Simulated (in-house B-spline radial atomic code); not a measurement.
P²⁺: [He] 2s2 2p5 3s2 3p1 4p1 (an excited or competing configuration)

Computed with a B-spline radial code for spherical atoms: non-relativistic CAM-B3LYP, spin-polarised, spherical fractional occupations, point nucleus.

Screening seen three ways: the hydrogenic charge with the same mean radius, Z_r = [3n² - l(l+1)]/(2<r>), the one with the same energy, Z_e = n√(-2ε), and Slater's rules. Values are occupation-weighted means over spin.

| shell | electrons | ε (eV) | <r> (bohr) | Z_r | Z_e | Slater |
| --- | --- | --- | --- | --- | --- | --- |
| 1s | 2 | -2167.2 | 0.1039 | 14.44 | 12.62 | 14.70 |
| 2s | 2 | -234.05 | 0.5075 | 11.82 | 8.30 | 11.20 |
| 2p | 5 | -184.79 | 0.4658 | 10.73 | 7.37 | 11.20 |
| 3s | 2 | -46.549 | 1.591 | 8.49 | 5.55 | 6.35 |
| 3p | 1 | -32.724 | 1.728 | 7.23 | 4.65 | 6.35 |
| 4p | 1 | -10.861 | 4.425 | 5.20 | 3.57 | 3.45 |

The least bound orbital is 4p up at -10.86 eV, and it is also the most diffuse (<r> = 4.425 bohr). The part-filled 2p shell lies below the filled 3s shell in orbital energy.

Caution: exact exchange at fractional occupations of open shells leaves self-interaction of up to several eV.
